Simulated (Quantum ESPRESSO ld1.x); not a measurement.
Results of a calculation; reference values are marked as such.
Question: All-electron atom: C II in [He] 2s2 2p1. Level of theory: Dirac Kohn-Sham, PW91, spin-unpolarised, spherical densities, point nucleus; open shells fill j = l - 1/2 first (ld1.x of Quantum ESPRESSO 7.5). Some entries of the table are withheld. Estimate them.

orbital,occ.,eigenvalue (hartree),<r^2> (bohr^2),<r> (bohr)
1s1/2,2,-10.6110,0.09912,0.2705
2s1/2,2,(1),(2),1.462
2p1/2,1,(3),(4),(5)
2p3/2,0,(6),(7),(8)

Answer: 
(1) 2s1/2 eigenvalue (hartree): -0.9487
(2) 2s1/2 <r^2> (bohr^2): 2.549
(3) 2p1/2 eigenvalue (hartree): -0.6278
(4) 2p1/2 <r^2> (bohr^2): 2.840
(5) 2p1/2 <r> (bohr): 1.504
(6) 2p3/2 eigenvalue (hartree): -0.6274
(7) 2p3/2 <r^2> (bohr^2): 2.843
(8) 2p3/2 <r> (bohr): 1.505
